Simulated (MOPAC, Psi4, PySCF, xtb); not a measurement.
Two rigid molecules brought together: H4OSi ··· H4OSi (SMILES O[SiH3] and O[SiH3]). Monomers: optimised at B3LYP-D3(BJ) (def2-TZVP), held rigid. Orientation: lowest of the rigid-body minima from ten starts at GFN2-xTB. R is the distance of the centres of mass, along which the second monomer moves.

- GFN1-xTB (xtb)
- RHF/6-31G* = restricted Hartree-Fock/6-31G*, spherical d, no counterpoise correction in PySCF
- PM6, restricted, heats of formation (MOPAC)
- SAPT0/jun-cc-pVDZ, frozen core (Psi4)

Interaction energies in kcal/mol; the last columns give the difference from SAPT0:

| R / Å | GFN1-xTB | RHF/6-31G* | PM6 | SAPT0/jun-cc-pVDZ | GFN1-xTB − SAPT0/jun-cc-pVDZ | RHF/6-31G* − SAPT0/jun-cc-pVDZ | PM6 − SAPT0/jun-cc-pVDZ |
|---|---|---|---|---|---|---|---|
| 3.30 | 14.62 | 17.60 | 16.86 | 10.38 | 4.23 | 7.22 | 6.47 |
| 3.47 | 3.47 | 4.61 | 4.11 | 0.54 | 2.92 | 4.07 | 3.56 |
| 3.65 | -1.98 | -1.99 | -1.43 | -3.94 | 1.95 | 1.95 | 2.50 |
| 3.87 | -4.31 | -4.90 | -3.36 | -5.58 | 1.26 | 0.68 | 2.21 |
| 4.09 | -4.57 | -5.24 | -3.40 | -5.46 | 0.90 | 0.22 | 2.06 |
| 4.24 | -4.26 | -4.92 | -3.07 | -5.00 | 0.74 | 0.08 | 1.93 |
| 4.56 | -3.26 | -3.90 | -2.17 | -3.80 | 0.55 | -0.10 | 1.63 |
| 4.85 | -2.42 | -3.03 | -1.54 | -2.87 | 0.45 | -0.16 | 1.33 |
| 5.37 | -1.46 | -1.83 | -0.92 | -1.76 | 0.31 | -0.06 | 0.84 |
| 6.08 | -0.84 | -0.95 | -0.56 | -0.99 | 0.14 | 0.04 | 0.42 |
| 7.06 | -0.46 | -0.49 | -0.33 | -0.51 | 0.05 | 0.02 | 0.18 |
| 8.38 | -0.24 | -0.25 | -0.18 | -0.25 | 0.01 | 0.00 | 0.06 |

GFN1-xTB is furthest from SAPT0/jun-cc-pVDZ at 3.30 (4.23 kcal/mol, above); its mean absolute difference over the points is 1.13 kcal/mol.

RHF/6-31G* is furthest from SAPT0/jun-cc-pVDZ at 3.30 (7.22 kcal/mol, above); its mean absolute difference over the points is 1.22 kcal/mol.

PM6 is furthest from SAPT0/jun-cc-pVDZ at 3.30 (6.47 kcal/mol, above); its mean absolute difference over the points is 1.93 kcal/mol.
